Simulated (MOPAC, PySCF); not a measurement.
H$_{2}$B$_{2}$O, SMILES `BB=O` (H–B–B–O torsion 29°), neutral singlet in the gas phase. 

Cartesian coordinates (Å):
```xyz
5

B     -0.6679    -0.0006     0.0003
B      0.9998     0.0010    -0.0004
O      2.2040     0.0020    -0.0008
H     -1.2669    -1.0252    -0.0036
H     -1.2689     1.0229     0.0045
```
Charge 0, multiplicity 1.

All levels are single points at this geometry (B3LYP-D3(BJ)/def2-TZVP); Pople sets use spherical d functions. Orbital energies aren't observables, and empty levels follow the basis.

| level | HOMO (eV) | LUMO (eV) | gap (eV) | dipole (D) | vertical IE, Delta-SCF (eV) |
|---|---|---|---|---|---|
| PBE-D3(BJ)/def2-TZVP in PySCF | -8.52 | -4.46 | 4.06 | 2.71 | – |
| TPSSh-D3(BJ)/def2-TZVP in PySCF | -9.16 | -3.83 | 5.32 | 2.88 | 12.31 |
| B3LYP/3-21G in PySCF | -9.67 | -3.43 | 6.24 | 2.52 | – |
| B3LYP/6-311+G** in PySCF | -9.77 | -3.71 | 6.06 | 3.03 | – |
| BP86/6-31G* in PySCF | -8.32 | -4.20 | 4.13 | 2.43 | – |
| M06-2X/6-31G* in PySCF | -11.24 | -2.14 | 9.10 | 2.86 | – |
| SVWN5/6-31G* in PySCF | -8.37 | -4.41 | 3.96 | 2.45 | 12.25 |
| HF/3-21G in PySCF | -13.63 | 0.38 | 14.01 | 3.31 | – |
| HF/6-31G* in PySCF | -13.46 | 0.60 | 14.06 | 3.41 | – |
| HF/STO-3G in PySCF | -11.08 | 4.82 | 15.90 | 1.80 | – |
| AM1 in MOPAC | -12.43 | 0.39 | 12.82 | 3.17 | – |
| PM3 in MOPAC | -13.41 | -0.97 | 12.44 | 1.27 | – |
| PM6 in MOPAC | -11.37 | -1.15 | 10.22 | 3.31 | – |
